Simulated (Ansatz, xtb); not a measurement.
Relative energy of two isomers of C6H4N2O

Structure a is `N#Cc1c[nH]cc1C=O`, a singlet and structure b is `N#CC1=CN=C/C1=C\O`, a singlet. Both are isolated molecules in the gas phase, relaxed with PBE0-D3(BJ)/def2-SVP; the shapes shown needn't be the lowest conformers.

a (Å):

```tsv
atom	x (Å)	y (Å)	z (Å)
C	-1.6527	-1.1400	-0.8267
C	-0.8238	0.0041	-0.6820
C	-0.2988	0.4866	0.5034
C	0.4055	1.8473	-1.1310
C	-0.3730	0.8758	-1.7318
C	-0.6606	0.7845	-3.1655
N	-2.3302	-2.0726	-0.9566
N	0.4356	1.5950	0.2028
O	-0.2381	1.5647	-3.9847
H	-0.4021	0.1154	1.5198
H	0.9345	2.1519	0.8844
H	0.9265	2.6867	-1.5849
H	-1.3124	-0.0748	-3.4605
```

b (Å):

```xyz
13

C    -1.0722   -1.0606   -2.0956
C    -0.3471   -0.0862   -1.3711
C     0.9192   -0.1513   -0.8440
C     0.2717    1.8383   -0.2961
C    -0.8317    1.2460   -1.0264
C    -2.0451    1.7677   -1.3393
N    -1.7057   -1.8291   -2.6941
N     1.2809    1.0194   -0.1968
O    -2.4074    2.9880   -0.9882
H     1.6083   -0.9947   -0.8949
H     0.2878    2.8437    0.1310
H    -2.7675    1.1661   -1.9073
H    -3.2994    3.1824   -1.2975
```

**Question.** Estimate which is lower in electronic energy at CCSD(T)/def2-SVP + ΔMP2/def2-TZVPP, and by roughly how much.

**Answer.** The CCSD(T)/def2-SVP + ΔMP2/def2-TZVPP calculation puts structure a lower, by 0.922 eV.

How the difference moves with the method:

| level | geometry | E(b) − E(a) (eV) | departure from the last row (eV) | job, with rough time for the two |
| --- | --- | --- | --- | --- |
| GFN2-xTB | GFN2-xTB | +0.919 | −0.002 | optimisation, 0.74 s |
| HF/STO-3G | GFN2-xTB | +1.094 | +0.172 | single point, 3.5 s |
| r2SCAN-D4/def2-SVP | GFN2-xTB | +1.014 | +0.093 | single point, 17 s |
| PBE0-D3(BJ)/def2-SVP | PBE0-D3(BJ)/def2-SVP | +1.071 | +0.149 | optimisation, 3.1 min |
| HF/def2-SVP | PBE0-D3(BJ)/def2-SVP | +1.099 | +0.177 | part of the CCSD(T) run |
| MP2/def2-SVP | PBE0-D3(BJ)/def2-SVP | +1.209 | +0.288 | part of the CCSD(T) run |
| CCSD(T)/def2-SVP | PBE0-D3(BJ)/def2-SVP | +1.096 | +0.174 | single point |
| CCSD(T)/def2-SVP + ΔMP2/def2-TZVPP | PBE0-D3(BJ)/def2-SVP | +0.922 |  | single point, 7.5 min |

As drawn, b has 1 C–C, 2 C=C, 1 C–N, 1 C=N, 1 C–O, 1 O–H in place of 3 C∷C, 2 C∷N, 1 C=O, 1 N–H (∷ is an aromatic bond). Structure a has a 5-membered ring (with an aromatic ring), b a 5-membered ring.

None of the levels shown reverses the order. The largest departure from CCSD(T)/def2-SVP + ΔMP2/def2-TZVPP is that of MP2/def2-SVP, 0.288 eV. The last row adds to CCSD(T) the change of the MP2 difference between the two basis sets, here −0.174 eV, a large step that makes the value less sure.

With thermal terms from frequencies at re-optimised GFN2-xTB minima (ideal gas, soft modes damped towards free rotors, one conformer each, 298.15 K, 1 atm): on the last row, ΔE + ΔZPE = +0.897, ΔH = +0.900, ΔG = +0.895 eV.

The correlated steps freeze 9 core orbitals. Programs: Ansatz 0.2.0, xtb 6.7.1; the last row on 2 threads of Intel(R) Xeon(R) Processor @ 2.50GHz (Skylake/Cascade Lake) on a shared host.
